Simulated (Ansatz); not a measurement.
Mulliken charges of `FB(F)[CH]1[O][GeH2]1` from r2SCAN/def2-TZVPP in Ansatz (PBE0-D4/def2-TZVP geometry).

| atom | x (Å) | y (Å) | z (Å) | charge (e) |
| --- | --- | --- | --- | --- |
| F1 | -0.473 | 0.289 | 2.530 | -0.265 |
| B2 | 0.295 | 0.355 | 1.453 | 0.502 |
| F3 | 1.167 | 1.346 | 1.392 | -0.255 |
| C4 | 0.118 | -0.652 | 0.301 | -0.004 |
| O5 | 1.096 | -0.705 | -0.752 | -0.407 |
| Ge6 | -0.392 | 0.102 | -1.394 | 0.289 |
| H7 | -0.357 | -1.608 | 0.526 | 0.083 |
| H8 | -1.167 | -0.755 | -2.388 | 0.029 |
| H9 | -0.198 | 1.583 | -1.686 | 0.027 |

Q: By hand: the dipole of these point charges (1 e Å = 4.8032 D).

A: Σ q r = (-0.653, -0.035, -0.465) e Å, of length 0.802 e Å = 3.85 D.

Q: How does the dipole of the full density compare? (Best estimate.)

A: Ansatz gave: (-0.449, -0.024, -0.414) e Å, 2.94 D; the point charges give 1.31 times that, at 7° from its direction.

Point charges leave out the atoms' own dipoles, such as those of lone pairs, and Mulliken's split depends on the basis, so the two needn't agree.
